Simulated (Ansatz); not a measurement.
Reaction (formal exchange of groups at the Si–N bond): `N[SiH2]O[SiH2]N` + `N=C1CO1` → `N[SiH2]O[SiH3]` + `N=C1OC1N`

Calculated with Ansatz (gas phase, PBE0-D4/def2-TZVP geometries, no zero-point term in ΔE). CBS: MP2 limit from def2 TZ/QZ plus the TZ coupled-cluster correction, frozen cores. DFT in def2-TZVPP. One conformer a species, not always the lowest.

| level | ΔE (kJ/mol) |
| --- | --- |
| BLYP | 68.8 |
| CCSD/CBS(def2) | 94.9 |

**Question.** What does CCSD(T)/CBS give? (Estimate.)

**Answer.** Computed: +89.4 kJ/mol. The listed levels differ from it by -20.6, 5.5 kJ/mol.

Largest T1 diagnostic among the species: 0.016.

From r2SCAN to r2SCAN0 (25 % exact exchange), in def2-TZVPP and without D4, ΔE moves by +8.1 kJ/mol. In def2-TZVPP, CCSD(T) changes the Hartree–Fock value by −11.7 kJ/mol (the triples alone add −5.6 kJ/mol) and MP2 by −11.1 kJ/mol.
